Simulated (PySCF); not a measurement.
Precursor series Y F-NH2. Isolated molecules, 0 K electronic values unless said otherwise. One relaxed conformer stands for each flexible species; it need not be the lowest.

The HOMO from two functionals at the same geometries (r2SCAN-D4/def2-SVP), both in PySCF: PBE-D3(BJ)/def2-TZVP and TPSSh-D3(BJ)/def2-TZVP. 

| species | TPSSh-D3(BJ)/def2-TZVP (eV) |
|---|---|
| 0 of 3 F replaced by NH2 ([Y(F)3]) | -9.41 |
| 1 of 3 F replaced by NH2 ([Y(F)2(NH2)]) | -6.38 |
| 2 of 3 F replaced by NH2 ([Y(F)(NH2)2]) | -5.93 |

Problem. What does PBE-D3(BJ)/def2-TZVP give for each?

Solution. 
- 0 of 3 F replaced by NH2 ([Y(F)3]): -8.56
- 1 of 3 F replaced by NH2 ([Y(F)2(NH2)]): -5.83
- 2 of 3 F replaced by NH2 ([Y(F)(NH2)2]): -5.38
Over these rows, drawn at random from the members with no instability flagged (it was tested for open shells, ions and some series alone), PBE minus TPSSh-D3(BJ): mean +0.65 eV, from +0.55 eV to +0.85 eV.
